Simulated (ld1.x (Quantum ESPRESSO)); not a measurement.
## carbon: excitation energies, all-electron against RRKJ

carbon, norm-conserving RRKJ (Kleinman–Bylander form), made with ld1.x (Quantum ESPRESSO) 7.5 (Wu–Cohen, scalar-relativistic). Core [He], reference 2s2 2p2. Waves: 2p (bound): rc 2.65 bohr; 3d channel at 0.35 Ry: rc 2.30 bohr; 2s (bound): rc 1.10 bohr. Local part: the s channel. Core correction: Bessel-smoothed model core inside 1.15 bohr.

Energies are relative to the spin-unpolarised reference configuration 2s2 2p2; without spin polarisation the order of configurations can differ from experiment.

| valence configuration | charge | ΔE all-electron (eV) | error AE − PS (meV) |
| --- | --- | --- | --- |
| 2s2 2p1 | +1 | 10.816 | +118 |
| 2s2 2p0 | +2 | 34.888 | +973 |
| 2s1 2p3 | 0 | 8.434 | -32 |
| 2s0 2p4 | 0 | 16.882 | -124 |
| 2s1 2p2 | +1 | 19.533 | -120 |

What are ΔE and the potential's error for 2s1 2p0?

ΔE = 82.933 eV all-electron; the error (AE − PS) is +1874 meV.

What are ΔE and the potential's error for 2s2 2p1.5?

ΔE = 3.942 eV all-electron; the error (AE − PS) is +18 meV.
